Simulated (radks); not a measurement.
Ca IV, configuration [Ne] 3s1.75 3p5 4s0.25 (fractional occupations, a model configuration). Calculated with a radial shooting solver on a logarithmic mesh with Libxc functionals: scalar-relativistic Kohn-Sham, PBE, spin-polarised, spherical densities, finite nucleus; open shells are filled with parallel spins first; Fermi nuclear charge, rms radius 3.4776 fm.

Local quantities along the radius. ELF = 1/(1 + alpha^2) is the electron localisation function; alpha = (tau - tau_W)/tau_unif compares the Pauli kinetic energy density with that of the uniform gas (summed over spins); s = |grad rho|/(2 (3 pi^2)^(1/3) rho^(4/3)) is the reduced gradient; 4 pi r^2 rho is in e/bohr. tau is taken from the large components.

| r (bohr) | ELF | alpha | s | 4 pi r^2 rho |
|---|---|---|---|---|
| 0.003712 | 1.000 | 0.01353 | 0.4369 | 0.8443 |
| 0.004219 | 1.000 | 0.01380 | 0.4335 | 1.066 |
| 0.004795 | 1.000 | 0.01415 | 0.4313 | 1.342 |
| 0.00545 | 1.000 | 0.01459 | 0.4301 | 1.684 |
| 0.006244 | 1.000 | 0.01516 | 0.4300 | 2.135 |
| 0.007097 | 1.000 | 0.01582 | 0.4311 | 2.658 |
| 0.008066 | 1.000 | 0.01663 | 0.4333 | 3.293 |
| 0.009167 | 1.000 | 0.01761 | 0.4366 | 4.060 |
| 0.0105 | 1.000 | 0.01891 | 0.4415 | 5.037 |
| 0.01194 | 1.000 | 0.02043 | 0.4475 | 6.128 |
| 0.01357 | 1.000 | 0.02231 | 0.4550 | 7.396 |
| 0.01542 | 0.999 | 0.02469 | 0.4642 | 8.850 |
| 0.01767 | 0.999 | 0.02793 | 0.4760 | 10.59 |
| 0.02008 | 0.999 | 0.03189 | 0.4893 | 12.40 |
| 0.02282 | 0.999 | 0.03710 | 0.5052 | 14.32 |
| 0.02594 | 0.998 | 0.04408 | 0.5239 | 16.31 |
| 0.02971 | 0.997 | 0.05431 | 0.5475 | 18.39 |
| 0.03377 | 0.995 | 0.06793 | 0.5736 | 20.20 |
| 0.03838 | 0.992 | 0.08749 | 0.6040 | 21.74 |
| 0.04362 | 0.987 | 0.1163 | 0.6391 | 22.86 |
| 0.04958 | 0.975 | 0.1600 | 0.6787 | 23.46 |
| 0.0568 | 0.949 | 0.2330 | 0.7246 | 23.43 |
| 0.06456 | 0.895 | 0.3427 | 0.7681 | 22.77 |
| 0.07338 | 0.791 | 0.5146 | 0.8049 | 21.59 |
| 0.0834 | 0.626 | 0.7734 | 0.8221 | 20.11 |
| 0.09555 | 0.433 | 1.145 | 0.7974 | 18.53 |
| 0.1086 | 0.306 | 1.507 | 0.7156 | 17.44 |
| 0.1234 | 0.256 | 1.704 | 0.5822 | 17.04 |
| 0.1403 | 0.279 | 1.607 | 0.4379 | 17.54 |
| 0.1607 | 0.383 | 1.270 | 0.3301 | 19.01 |
| 0.1827 | 0.534 | 0.9337 | 0.2943 | 20.98 |
| 0.2076 | 0.681 | 0.6845 | 0.3121 | 22.96 |
| 0.2359 | 0.781 | 0.5292 | 0.3656 | 24.30 |
| 0.2703 | 0.837 | 0.4414 | 0.4489 | 24.36 |
| 0.3072 | 0.854 | 0.4137 | 0.5490 | 22.82 |
| 0.3492 | 0.837 | 0.4418 | 0.6719 | 19.82 |
| 0.3969 | 0.759 | 0.5639 | 0.8172 | 15.91 |
| 0.4547 | 0.537 | 0.9287 | 0.9722 | 11.65 |
| 0.5168 | 0.254 | 1.714 | 1.030 | 8.404 |
| 0.5873 | 0.121 | 2.692 | 0.8550 | 6.432 |
| 0.6675 | 0.132 | 2.563 | 0.4962 | 5.803 |
| 0.7587 | 0.307 | 1.502 | 0.2800 | 6.130 |
| 0.8692 | 0.637 | 0.7541 | 0.2902 | 6.788 |
| 0.9879 | 0.811 | 0.4821 | 0.4071 | 7.048 |
| 1.123 | 0.862 | 0.4005 | 0.5661 | 6.615 |
| 1.276 | 0.857 | 0.4085 | 0.7602 | 5.526 |
| 1.462 | 0.802 | 0.4968 | 1.023 | 3.992 |
| 1.662 | 0.671 | 0.7004 | 1.349 | 2.591 |
| 1.889 | 0.425 | 1.163 | 1.769 | 1.501 |
| 2.147 | 0.176 | 2.160 | 2.256 | 0.7958 |
| 2.459 | 0.067 | 3.743 | 2.704 | 0.3922 |
| 2.795 | 0.054 | 4.201 | 2.926 | 0.2111 |
| 3.177 | 0.100 | 2.999 | 3.175 | 0.1218 |
| 3.611 | 0.267 | 1.655 | 3.883 | 0.07040 |
| 4.137 | 0.600 | 0.8164 | 5.515 | 0.03527 |
| 4.701 | 0.843 | 0.4319 | 8.427 | 0.01535 |
| 5.343 | 0.944 | 0.2447 | 13.88 | 0.005317 |
| 6.073 | 0.978 | 0.1502 | 24.69 | 0.001414 |
| 6.958 | 0.991 | 0.09730 | 50.09 | 0.0002505 |

On this mesh the ELF has minima near r = 0.12, 0.59, 2.8 bohr, which separate the shells, and maxima near 0.31 (0.85), 1.1 (0.86).
